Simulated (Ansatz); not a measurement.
# Telling isomers of AgH2PS apart by their spectra

These gas-phase data were calculated for one isomer of AgH2PS at r2SCAN-D4/def2-SVP (harmonic, unscaled wavenumbers; equilibrium rotational constants with average atomic masses):

| Quantity | Value |
| --- | --- |
| rotational constants | 9.986, 1.498, 1.317 GHz |
| all wavenumbers above 1500 cm⁻¹ | 2358, 2344 |
| dipole moment | 3.95 D (PBE0/def2-TZVPD) |

Candidates:

(1) `S[PH][Ag]`, a singlet
(2) `P[S][Ag]`, a singlet

Question: Which structure fits?

Answer: Candidate (2). No mode falls between 2500 and 2800 cm⁻¹, where the S–H stretch of (1) would stand.

The same quantities for all candidates:

```
     rotational constants (GHz)  wavenumbers above 1500 cm⁻¹  dipole (D)  E above the lowest, r2SCAN-D4/def2-SVP (kcal/mol)
(1)         10.15, 1.396, 1.249                   2688, 2371        2.91                                                1.1
(2)         9.986, 1.498, 1.317                   2358, 2344        3.95                                                0.0
```

Harmonic stretches to hydrogen usually lie a few per cent above observed fundamentals. Each candidate is one conformer. Atoms past krypton carry core potentials. Programs: Ansatz 0.2.0.
